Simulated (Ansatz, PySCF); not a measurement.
Molecule: AlI2 (charge 0, doublet). It need not be the lowest isomer of its formula. SMILES: [I][Al][I]
Structure (B3LYP-D3(BJ)/def2-TZVP (Ansatz, an electronic-structure program) minimum search):
```xyz
3

Al     1.0265     0.3329     0.3098
I     -0.2746     1.6652    -1.3782
I      0.0228    -1.7469     1.3022
```
Charge 0, spin multiplicity 2.

Property: atomisation energy (electronic, to ground-state atoms), in eV. Valence correlation only, unless marked. Open shells are spin-unrestricted. No spin-orbit coupling. The frozen core is the preceding noble-gas configuration, with the filled d and f shells of earlier blocks. Past Kr the def2 sets carry scalar-relativistic core potentials. The coupled-cluster limit lacks core correlation, which all-electron functionals hold. Basis-set limits of correlation are two-point, X^-3; Hartree-Fock from the larger set. [CCSD(T)-MP2]/basis is that difference in the basis named.

```csv
level,program,atomisation energy (eV)
HF-D4/def2-TZVPD,PySCF + dftd4,4.74
PBE-D4/def2-TZVPD,Ansatz + dftd4,6.23
```

Q: Predict the RI-MP2/CBS(def2-TZVPPD,def2-QZVPPD)+[CCSD(T)-MP2]/def2-TZVPPD result (Ansatz).

A: 5.94 eV
